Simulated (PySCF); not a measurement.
BAs from Hartree–Fock to correlated methods

State: ³Π (triplet), unpaired electrons σ ↑, π ↑. Set-up: PySCF, spin-free X2C with a Gaussian nucleus, basis sets B x2c-TZVPPall, As x2c-TZVPPall. De refers to B + As in their high-spin ground configurations, without counterpoise correction. The functionals are run spin-unrestricted. A positive dipole means B(−)As(+).

```
       Level  Re (Å)  ωe (cm⁻¹)  De (eV)  μ (D)
        ROHF   1.826        872     1.23  -0.59
    ROHF-MP2   1.846        831     2.83    n/a
ROHF-SCS-MP2   1.851        816     2.65    n/a
   ROHF-CCSD   1.848        814     2.46    n/a
ROHF-CCSD(T)   1.861        790     2.71    n/a
         PBE   1.862        787     3.42   0.34
        BLYP   1.872        761     3.24   0.36
        BP86   1.865        779     3.40   0.29
      r²SCAN   1.845        821     3.30   0.03
        PBE0   1.843        821     3.11   0.13
       B97-3   1.850        809     3.07   0.14
         M06   1.845        807     3.09   0.31
       ωB97X   1.833        846     3.16   0.07
```

(1) Which functional lies closest to ROHF-CCSD(T) in De, which farthest, and by how much do they differ from it?

(2) What does a quarter of exact exchange do here, going from PBE to PBE0?

(3) What does the step from GGA to meta-GGA do here, going from PBE to r²SCAN?

Correlated steps freeze 10 core orbitals. Spin–orbit coupling is left out. The state is the lowest determinant that a PBE0 search found; another state may lie lower at other levels.

## Answers

(1) Closest is B97-3 (-1.1 pm in Re, +2.4 % in ωe, +0.36 eV in De against ROHF-CCSD(T) in the same basis), farthest PBE (+0.1 pm in Re, -0.4 % in ωe, +0.71 eV in De). CCSD(T) converges more slowly with the basis than the functionals do and binds too weakly in this one, so the order can change at the basis-set limit.

(2) PBE0 less PBE: -1.9 pm in Re, +4.3 % in ωe, -0.31 eV in De. Exact exchange removes part of the self-interaction that spreads semilocal densities, and in most molecules shortens and stiffens the bond and lowers De; so it does here.

(3) r²SCAN less PBE: -1.7 pm in Re, +4.3 % in ωe, -0.12 eV in De.
